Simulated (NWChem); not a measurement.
Species: Ag₂; SMILES [Ag][Ag]

All runs: NWChem. The geometry was optimised at PBE0/def2-SVP. def2 effective core potentials on Ag; no spin-orbit coupling. B3LYP is NWChem's, with the RPA form of VWN correlation. Ions are spin-unrestricted doublets at the neutral geometry; other ion states weren't tried.

```csv
level,−ε(HOMO) (eV)
B3LYP/def2-SVP,5.66
PBE/def2-SVP,5.17
BHandHLYP/def2-SVP,6.05
"LDA (Slater exchange, VWN5)/def2-SVP",5.54
r2SCAN/def2-SVP,5.14
```
